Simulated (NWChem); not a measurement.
System: SiH3O4 anion

Output (shortened):

```
             Northwest Computational Chemistry Package (NWChem) 7.3.0
             --------------------------------------------------------

                             Geometry "geometry" -> ""
                             -------------------------

 Output coordinates in angstroms (scale by  1.889725989 to convert to a.u.)

  No.       Tag          Charge          X              Y              Z
 ---- ---------------- ---------- -------------- -------------- --------------
    1 O                    8.0000    -0.00115400     1.57101500     0.33223700
    2 Si                  14.0000     0.00020800     0.02546400     0.00524700
    3 O                    8.0000    -1.42253600    -0.57809300    -0.73191600
    4 O                    8.0000     1.22819700    -0.50749200    -1.06226800
    5 O                    8.0000     0.19646600    -1.01681800     1.34969000
    6 H                    1.0000    -1.89475400     0.15866700    -1.13194500
    7 H                    1.0000     1.93872500     0.14131600    -1.05917500
    8 H                    1.0000    -0.04509800    -0.53501600     2.14681100

 Effective nuclear repulsion energy (a.u.)     251.6905219916

  xc_inp: hfexch multiplicative factor not found.

                                 NWChem DFT Module
                                 -----------------

 Summary of "ao basis" -> "ao basis" (spherical)
 ------------------------------------------------------------------------------
       Tag                 Description            Shells   Functions and Types
 ---------------- ------------------------------  ------  ---------------------
 O                           6-31g*                  6       14   3s2p1d
 Si                          6-31g*                  8       18   4s3p1d
 H                           6-31g*                  2        2   2s

            General Information
            -------------------
          SCF calculation type: DFT
          Wavefunction type:  closed shell.
          No. of atoms     :     8
          No. of electrons :    50
           Alpha electrons :    25
            Beta electrons :    25
          Charge           :    -1
          Spin multiplicity:     1
          Use of symmetry is: off; symmetry adaption is: off
          Maximum number of iterations: 150
          AO basis - number of functions:    80
                     number of shells:    38
          Convergence on energy requested:  1.00D-06
          Convergence on density requested:  1.00D-05
          Convergence on gradient requested:  5.00D-04

              XC Information
              --------------
                     Hartree-Fock (Exact) Exchange  1.000

      Superposition of Atomic Density Guess
      -------------------------------------

 Sum of atomic energies:        -589.32941407

 Renormalizing density from      49.00 to     50

      Non-variational initial energy
      ------------------------------

 Total energy =    -597.763066
 1-e energy   =   -1341.956577
 2-e energy   =     492.502989
 HOMO         =      -0.149620
 LUMO         =       0.296780

     ---------------------------------------------
      Total Density - Mulliken Population Analysis
     ---------------------------------------------

    Atom       Charge   Shell Charges
 -----------   ------   -------------------------------------------------------
    1 O    8     9.31   2.00  0.93  3.08  0.97  2.33  0.01
    2 Si  14    12.09   2.00  2.00  5.94  0.57  0.89  0.08  0.35  0.27
    3 O    8     9.01   2.00  0.89  2.93  0.95  2.22  0.01
    4 O    8     9.01   2.00  0.89  2.93  0.95  2.22  0.01
    5 O    8     9.01   2.00  0.89  2.93  0.95  2.22  0.01
    6 H    1     0.53   0.38  0.15
    7 H    1     0.53   0.38  0.15
    8 H    1     0.53   0.38  0.15

   convergence    iter        energy       DeltaE   RMS-Dens  Diis-err
 ---------------- ----- ----------------- --------- --------- ---------
 d= 0,ls=0.0,diis     1   -590.1655534644 -8.42D+02  1.20D-02  1.10D+00
 d= 0,ls=0.0,diis     2   -590.2584687607 -9.29D-02  4.03D-03  3.12D-01
 d= 0,ls=0.0,diis     3   -590.2878653515 -2.94D-02  9.53D-04  1.61D-02
 d= 0,ls=0.0,diis     4   -590.2896348409 -1.77D-03  3.10D-04  6.82D-04
 d= 0,ls=0.0,diis     5   -590.2897446957 -1.10D-04  8.08D-05  7.97D-05
  Resetting Diis
 d= 0,ls=0.0,diis     6   -590.2897556359 -1.09D-05  3.27D-05  5.06D-06
 d= 0,ls=0.0,diis     7   -590.2897569023 -1.27D-06  7.16D-06  3.39D-07
 d= 0,ls=0.0,diis     8   -590.2897569861 -8.38D-08  3.70D-06  6.46D-08

         Total DFT energy =     -590.289756986056
      One electron energy =    -1330.911373448984
           Coulomb energy =      543.812946320677
    Exchange-Corr. energy =      -54.881851849354
 Nuclear repulsion energy =      251.690521991605

 Numeric. integr. density =        0.000000000000

                       DFT Final Molecular Orbital Analysis
                       ------------------------------------

 Vector   23  Occ=2.000000D+00  E=-2.579612D-01
              MO Center= -5.0D-04,  1.0D+00,  2.2D-01, r^2= 2.3D+00
   Bfn.  Coefficient  Atom+Function         Bfn.  Coefficient  Atom+Function
  ----- ------------  ---------------      ----- ------------  ---------------
     4      0.481071  1 O  py                 8      0.322562  1 O  py
    22     -0.269836  2 Si py                 6      0.177178  1 O  s
    64      0.162507  5 O  py                20     -0.161122  2 Si s
    50      0.152316  4 O  py                37      0.129760  3 O  pz
    36      0.125555  3 O  py                68      0.122480  5 O  py

 Vector   24  Occ=2.000000D+00  E=-1.908521D-01
              MO Center= -6.2D-03,  1.3D+00,  2.4D-01, r^2= 1.3D+00
   Bfn.  Coefficient  Atom+Function         Bfn.  Coefficient  Atom+Function
  ----- ------------  ---------------      ----- ------------  ---------------
     3      0.549739  1 O  px                 7      0.466050  1 O  px
    25      0.140227  2 Si px                50     -0.103013  4 O  py
    36      0.100660  3 O  py                 5     -0.092172  1 O  pz
    54     -0.083235  4 O  py                40      0.080137  3 O  py
    41      0.079118  3 O  pz                 9     -0.078573  1 O  pz

 Vector   25  Occ=2.000000D+00  E=-1.908376D-01
              MO Center=  4.2D-03,  1.3D+00,  3.2D-01, r^2= 1.4D+00
   Bfn.  Coefficient  Atom+Function         Bfn.  Coefficient  Atom+Function
  ----- ------------  ---------------      ----- ------------  ---------------
     5      0.537857  1 O  pz                 9      0.455983  1 O  pz
    64     -0.141951  5 O  py                27      0.136966  2 Si pz
    68     -0.118332  5 O  py                 4     -0.113810  1 O  py
     8     -0.096467  1 O  py                 3      0.094344  1 O  px
     7      0.080429  1 O  px                29      0.077083  2 Si d -1

 Vector   26  Occ=0.000000D+00  E= 3.678159D-01
              MO Center=  2.3D-03,  1.1D-01,  2.5D-02, r^2= 6.1D+00
   Bfn.  Coefficient  Atom+Function         Bfn.  Coefficient  Atom+Function
  ----- ------------  ---------------      ----- ------------  ---------------
    24      1.031231  2 Si s                 38     -0.607570  3 O  s
    52     -0.608872  4 O  s                 66     -0.607955  5 O  s
    76      0.573422  6 H  s                 78      0.575377  7 H  s
    80      0.573410  8 H  s                  6     -0.322533  1 O  s
    40     -0.230240  3 O  py                54     -0.203001  4 O  py

 Vector   27  Occ=0.000000D+00  E= 4.161809D-01
              MO Center=  7.0D-01,  2.3D-01, -2.7D-01, r^2= 6.1D+00
   Bfn.  Coefficient  Atom+Function         Bfn.  Coefficient  Atom+Function
  ----- ------------  ---------------      ----- ------------  ---------------
    78      0.885749  7 H  s                 52     -0.801251  4 O  s
    25      0.666531  2 Si px                38      0.467759  3 O  s
    80     -0.465950  8 H  s                 76     -0.419985  6 H  s
    66      0.334487  5 O  s                 54     -0.291152  4 O  py
    53     -0.278118  4 O  px                27     -0.219221  2 Si pz

[...]

                     NWChem Electrostatic Potential Fit Module
                     -----------------------------------------

 Atom parameters

 Number of atoms is                                    8
 Number of basis functions is                         80

 Grid parameters

 Maximum number of grid points is                  36275
 Number of grid points is                          36274
 Grid range                                     0.300000 nm
 Grid spacing                                   0.020000 nm
 Probe radius                                   0.070000 nm
 Atom radius factor                             1.000000

 Atomic radii

    1    0.100000
    8    0.136000
   14    0.187000
 FASTESP  F
  using M.O. file = ./job.movecs

    Atom              Coordinates                           Charge

                                                  ESP

    1 O    -0.000115    0.157102    0.033224   -1.082366
    2 Si    0.000021    0.002546    0.000525    1.460558
    3 O    -0.142254   -0.057809   -0.073192   -0.826366
    4 O     0.122820   -0.050749   -0.106227   -0.825834
    5 O     0.019647   -0.101682    0.134969   -0.823981
    6 H    -0.189475    0.015867   -0.113195    0.366899
    7 H     0.193873    0.014132   -0.105918    0.366167
    8 H    -0.004510   -0.053502    0.214681    0.364923
                                            ------------
                                               -1.000000

 Dipole moment                                  0.052622

 Quadrupole moment Qxx                         13.612719
                   Qyy                        -25.331966
                   Qzz                         11.719246

 RMS deviation kJ/mol                           0.069461

 RRMS %                                         3.273574
```

Level: Hartree-Fock/6-31G* (spherical d). Sets without diffuse functions describe the anion's extra electron poorly. All runs use the structure optimised with B3LYP/def2-SVPD. Not confirmed as a minimum by frequencies.

Problem. Which NWChem input produces such a log?

Solution. Several could match; the one computed here: the input that was run:
```
start job
memory heap 200 mb stack 900 mb global 1100 mb
charge -1
geometry units angstroms noautosym nocenter noautoz
  O     -0.001154     1.571015     0.332237
  Si     0.000208     0.025464     0.005247
  O     -1.422536    -0.578093    -0.731916
  O      1.228197    -0.507492    -1.062268
  O      0.196466    -1.016818     1.349690
  H     -1.894754     0.158667    -1.131945
  H      1.938725     0.141316    -1.059175
  H     -0.045098    -0.535016     2.146811
end
basis spherical
  * library 6-31g*
end
dft
  xc hfexch
  iterations 150
  mulliken
end
task dft energy
esp
  recalculate
  probe 0.07
  range 0.3
  factor 1.0
  spacing 0.02
end
task esp
```
